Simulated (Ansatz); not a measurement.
Program: Ansatz. Geometries: PBE0-D4/def2-TZVP. ΔE: electronic, gas phase. CBS: MP2 limit from def2 TZ/QZ plus the TZ coupled-cluster correction, frozen cores. This one scheme is used for every species. Functionals use def2-TZVPP. HSE06 is defined as in plane-wave codes. For Ge outer-core shells are correlated without core-valence functions, which leaves a few kJ/mol of doubt a bond. Scalar relativity is left out up to krypton. One conformer a species, not always the lowest.

`[F][GeH2][O][SiH3]` → H–F + `[SiH3][O][GeH]`  (germylene formation by 1,1-elimination)

```csv
level,ΔE (kcal/mol),difference from CCSD(T)/CBS
B97M-V,47.2,4.7
r2SCAN0-D4,47.9,5.4
HSE06-D4,43.7,1.2
CAM-B3LYP-D4,44.3,1.8
PBE-QIDH,48.0,5.5
r2SCAN,46.7,4.2
r2SCAN0,47.7,5.2
BHLYP,44.2,1.7
RPA@PBE/def2-TZVPP,42.3,-0.2
CCSD(T)/def2-TZVPP,45.2,2.7
CCSD(T)/CBS,42.5,0
```

Largest T1 diagnostic among the species: 0.014.

From r2SCAN to r2SCAN0 (25 % exact exchange), in def2-TZVPP and without D4, ΔE moves by +1.0 kcal/mol. At CCSD(T), def2-SVP lies +3.6 kcal/mol from the extrapolated value and def2-TZVPP +2.7 kcal/mol.
